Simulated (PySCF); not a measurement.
Isomers of C4H11FO2Si2, one GFN2-xTB conformer each. Single-point energies are computed at PBE0/pcSseg-1 (PySCF, gas phase, no added dispersion term), electronic only.

**Question.** Rank them by PBE0/pcSseg-1 energy, lowest first (kJ/mol).
A. `[CH3:1]/[C:2](=[CH:3]\[O:4][SiH3:5])[O:6][SiH2:7][CH2:8][F:9]` with C2–C3–O4–Si5 180°, C1–C2–O6–Si7 0°, C2–O6–Si7–C8 180°, O6–Si7–C8–F9 180°
B. `[O:1]=[CH:2][O:3][C:4]([SiH3:5])([SiH3:6])[CH2:7][CH2:8][F:9]` with O1–C2–O3–C4 -2°, C2–O3–C4–Si5 -115°, O3–C4–C7–C8 63°, C4–C7–C8–F9 73°
C. `[CH3:1][O:2][C@@H:3]([F:4])[SiH2:5][SiH2:6][C:7]([CH3:8])=[O:9]` with C1–O2–C3–F4 70°, O2–C3–Si5–Si6 39°, C3–Si5–Si6–C7 25°, Si5–Si6–C7–C8 -137°
D. `[OH:1][SiH2:2]/[C:3](=[CH:4]\[O:5][SiH3:6])[CH2:7][CH2:8][F:9]` with H–O1–Si2–C3 -40°, O1–Si2–C3–C4 34°, C3–C4–O5–Si6 173°, Si2–C3–C7–C8 -67°, C3–C7–C8–F9 69°

**Answer.** D (0.0), A (69.5), B (152.0), C (169.3).

As drawn, the lowest has an O–H bond, an Si–O bond and a C=C bond outside aromatic rings, which the highest lacks; the highest has a C=O bond and an Si–Si bond, which the lowest lacks. GFN2-xTB itself gives, in the same order: 0.0, 4.1, 223.6, 344.5. Both levels put the same isomer lowest; measured from each level's own lowest isomer, the values differ by up to 175.2 kJ/mol (CO[C@@H](F)[SiH2][SiH2]C(C)=O: 344.5 against 169.3).

**Question.** Which frontier levels, dipoles and rotational constants go with these structures?

**Answer.** 
```tsv
SMILES	HOMO (eV, PBE0/pcSseg-1)	LUMO (eV)	dipole (D)	A, B, C (MHz)
O[SiH2]/C(=C\O[SiH3])CCF	-6.97	-0.25	4.61	1765, 613.2, 489.4
C/C(=C\O[SiH3])O[SiH2]CF	-6.06	0.16	2.16	3756, 344.2, 318.8
O=COC([SiH3])([SiH3])CCF	-8.07	-0.37	2.57	1737, 792.3, 763.4
CO[C@@H](F)[SiH2][SiH2]C(C)=O	-6.91	-1.13	2.47	1452, 922.1, 665.7
```
